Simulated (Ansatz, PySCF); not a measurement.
Pair of molecules: H2O (SMILES O) (first 3 atoms) with ClH3Si (SMILES [SiH3]Cl); geometry from B3LYP-D3(BJ)/def2-TZVP.
(charge 0, multiplicity 1):
```csv
atom,x (Å),y (Å),z (Å)
O,0.0965,-0.3812,0.0761
H,0.7854,-0.9540,-0.2767
H,0.5661,0.3263,0.5339
Si,-0.4499,-0.9415,3.2065
Cl,0.9334,0.6143,3.1264
H,-0.7125,-1.1849,4.6399
H,0.1521,-2.1375,2.5935
H,-1.6801,-0.5184,2.5203
```

Monomers are frozen at their geometry in the pair; levels with a basis set take the counterpoise correction. Rows marked so take none.

Rows in STO-3G carry no dispersion term and start afresh at each structure.

Run with Ansatz (Gaussian basis) for Hartree–Fock, density functionals and correlated methods; PySCF for STO-3G rows, the dispersion terms. 

**Question.** One of these levels gives -2.62 kcal/mol for the interaction energy. Which one is it?
(A) revPBE-D4/def2-TZVPPD
(B) HF/STO-3G (no counterpoise)
(C) PBE0-D3(BJ)/def2-TZVPPD

**Answer.** A, revPBE-D4/def2-TZVPPD. The others give -1.99 (HF/STO-3G (no counterpoise)), -3.17 (PBE0-D3(BJ)/def2-TZVPPD)

Ansatz is a program for electronic structure.
